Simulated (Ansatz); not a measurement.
Start from `OCS[SiH2]S` and change one atom or group to get `S[SiH2]S`.

Ansatz, PBE0-D4/def2-TZVP geometries, multiplicity 1. Each molecule was computed in one conformer, which needn't be the lowest.

```tsv
property	`OCS[SiH2]S`
HOMO–LUMO gap (PBE0/def2-TZVPP) / eV	7.18
HOMO energy (B3LYP/def2-TZVPP) / eV	-7.13
LUMO energy (B3LYP/def2-TZVPP) / eV	-0.44
HOMO energy (ωB97M-V/def2-TZVPP) / eV	-9.54
HOMO energy (PBE/def2-TZVPP) / eV	-6.15
size of the dipole moment (ωB97M-V/def2-TZVPP) / D	2.41
```

Problem. Give the same properties after the change, and the shifts. (An estimate is asked.)

Solution. Ansatz gave: 
| property | `S[SiH2]S` | shift |
| --- | --- | --- |
| HOMO–LUMO gap (PBE0/def2-TZVPP) / eV | 7.53 | 0.35 |
| HOMO energy (B3LYP/def2-TZVPP) / eV | -7.28 | -0.15 |
| LUMO energy (B3LYP/def2-TZVPP) / eV | -0.26 | 0.18 |
| HOMO energy (ωB97M-V/def2-TZVPP) / eV | -9.70 | -0.16 |
| HOMO energy (PBE/def2-TZVPP) / eV | -6.31 | -0.16 |
| size of the dipole moment (ωB97M-V/def2-TZVPP) / D | 1.39 | -1.02 |

With PBE0 the HOMO falls by 0.16 eV and the LUMO rises by 0.20 eV, so the gap widens by about 0.36 eV. PBE moves the HOMO by -0.16 eV and ωB97M-V by -0.16 eV. Dipoles are sizes alone; their direction can turn.

B3LYP here is the variant with VWN-RPA as its local correlation; programs differ in this.
